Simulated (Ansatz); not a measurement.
All values below come from frozen-core CCSD(T)/cc-pVTZ // M06-2X/def2-TZVP (Ansatz, a first-principles code).

Ansatz 0.2 input:
```yaml
crystal:
  periodic: [false, false, false]
  atoms:
    - { symbol: B, position_ang: [-1.07128, 0.339168, -0.005147] }
    - { symbol: C, position_ang: [0.192525, -0.583519, 0.246084] }
    - { symbol: C, position_ang: [1.277697, 0.230232, -0.294844] }
    - { symbol: N, position_ang: [2.07643, 0.924397, -0.738126] }
    - { symbol: H, position_ang: [-1.65975, 0.256369, -1.031108] }
    - { symbol: H, position_ang: [-1.380851, 1.138994, 0.813512] }
    - { symbol: H, position_ang: [0.164648, -1.526646, -0.299166] }
    - { symbol: H, position_ang: [0.396416, -0.771824, 1.29999] }
basis:
  gaussian: { orbitals: cc-pVTZ }
correlation:
  method: ccsd_t
```

Output:

```
Functional definition: HF
1007 factors; integrals over basis functions are off by at most 9.9e-4 eV
mean field evaluation 1: about -4275.3354 eV, gradient 3.2e1 eV
mean field evaluation 2: about -4275.3376 eV, gradient 3.2e1 eV
mean field evaluation 4: about -4278.2141 eV, gradient 5.1e0 eV
mean field evaluation 8: about -4278.3055 eV, gradient 3.2e-1 eV
mean field evaluation 16: about -4278.2121 eV, gradient 5.1e0 eV
mean field -4278.30599445 eV, -157.2248453559 hartree, gradient 5.7e-6 eV, S^2 0.000000; 0 other end points of the search recorded, 0 dependent functions left out
4 core orbitals not correlated
reference -4278.30599445 eV, -157.2248453559 hartree; 10, 10 occupied and 162, 162 virtual orbitals, 1007 factors
second order -16.47546911 eV of doubles, -0.00000000 eV of singles
cycle   1  -16.55215656 eV  change   -7.7e-2 eV  update   9.9e-2
cycle   2  -17.05816715 eV  change   -5.1e-1 eV  update   3.0e-2
cycle   3  -17.16300267 eV  change   -1.0e-1 eV  update   1.4e-2
cycle   4  -17.15997421 eV  change    3.0e-3 eV  update   3.4e-3
cycle   5  -17.16210112 eV  change   -2.1e-3 eV  update   1.6e-3
cycle   6  -17.16257519 eV  change   -4.7e-4 eV  update   3.9e-4
cycle   7  -17.16255449 eV  change    2.1e-5 eV  update   1.8e-4
cycle   8  -17.16259447 eV  change   -4.0e-5 eV  update   7.0e-5
cycle   9  -17.16259605 eV  change   -1.6e-6 eV  update   3.3e-5
cycle  10  -17.16257818 eV  change    1.8e-5 eV  update   1.3e-5
perturbative correction -0.78798976 eV, -0.0289580897 hartree
Total energy: -4296.25656239 eV, -157.8845165606 hartree
```

Cost: about 90 core-seconds (a rough figure).
